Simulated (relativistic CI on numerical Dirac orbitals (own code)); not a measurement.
# Cd4+: 3d photoemission

Computed with this model: Dirac-Coulomb-Breit CI, separate exchange-only KLI orbitals for each configuration, model QED, valence Slater integrals scaled by 0.8, multiplet model of photoemission in the sudden approximation; configurations [Kr] 4d8 → [Ar] 3d9 4s2 4p6 4d8; 300 K; Lorentzian 0.3 eV and Gaussian 0.5 eV FWHM. Energies are those of the free ion, without screening or charge transfer. The energies are binding energies and can lie tens of eV above those of solids. S is read from ⟨S²⟩ = S(S + 1).

Field parameters in Wybourne normalisation: Td as Oh with Dq negative (B⁴₀ = 21Dq, B⁴₄ = √(5/14) B⁴₀). The field is a parameter set, without covalency.

free ion: ground-state S = 0.99, centroid 472.80 eV. Peaks (eV, height): 468.7 (100), 471.9 (10), 473.2 (22), 478.0 (63), 479.5 (9).

Td, 10Dq = -3200 cm⁻¹: ground-state S = 0.99, centroid 472.81 eV. Peaks (eV, height): 468.7 (100), 471.2 (8), 473.3 (19), 478.0 (56), 479.9 (6).

Td, 10Dq = -8900 cm⁻¹: ground-state S = 0.99, centroid 472.81 eV. Peaks (eV, height): 468.8 (100), 471.3 (9), 472.9 (15), 473.6 (14), 474.6 (8), 478.0 (48).

Td, 10Dq = -14550 cm⁻¹: ground-state S = 1.00, centroid 472.81 eV. Peaks (eV, height): 468.8 (100), 471.4 (11), 473.2 (16), 474.4 (11), 475.3 (8), 477.9 (59).

Strongest unbroadened transitions for Td, 10Dq = -8900 cm⁻¹:

| Energy (eV) | Relative strength |
| --- | --- |
| 468.66 | 58.9 |
| 468.77 | 25.8 |
| 468.82 | 100.0 |
| 469.12 | 16.8 |
| 469.16 | 6.5 |
| 469.57 | 15.7 |
| 469.67 | 15.3 |
| 471.40 | 6.1 |
| 473.16 | 10.5 |
| 473.53 | 6.1 |
| 473.75 | 5.6 |
| 474.08 | 7.2 |
| 474.74 | 6.0 |
| 477.19 | 7.1 |
| 477.61 | 56.0 |
| 478.10 | 61.5 |
| 478.26 | 7.1 |
| 478.64 | 11.2 |
